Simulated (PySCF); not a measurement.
Static polarisabilities and like-pair C6 coefficients by linear response at PBE0/def2-SVPD (PySCF, frozen core in the response, non-relativistic, gas phase), PBE0-D3(BJ)/def2-SVP geometries, one conformer each; atomic units unless stated.

```csv
label,species,α,C6
P,`N(c1ccccc1F)=C=O`,92.8,3197
Q,`[SiH3]N([SiH3])BP`,104.5,3667
R,`[SiH3]Oc1ccccc1`,99.6,3589
S,`C(S[SiH3])CC`,87.4,2874
T,`B[SiH2]N[SiH3]`,79.0,2157
```

Question: Estimate the unlike-pair coefficients by the rule C6(AB) = 2·C6(AA)·C6(BB) / [C6(AA)·αB/αA + C6(BB)·αA/αB], and compare with the geometric mean, for PR, PS, PT, QS, QT, RS, RT and ST.

Answer: 
```tsv
pair	combination rule	geometric mean	ratio
PR	3387	3388	1.000
PS	3031	3031	1.000
PT	2624	2626	0.999
QS	3241	3246	0.998
QT	2812	2812	1.000
RS	3211	3212	1.000
RT	2782	2782	1.000
ST	2487	2490	0.999
```

The rule is exact for one-pole polarisabilities and never exceeds the geometric mean; the two meet where both partners have the same effective excitation energy. These unlike-pair values are estimates, not computed integrals.
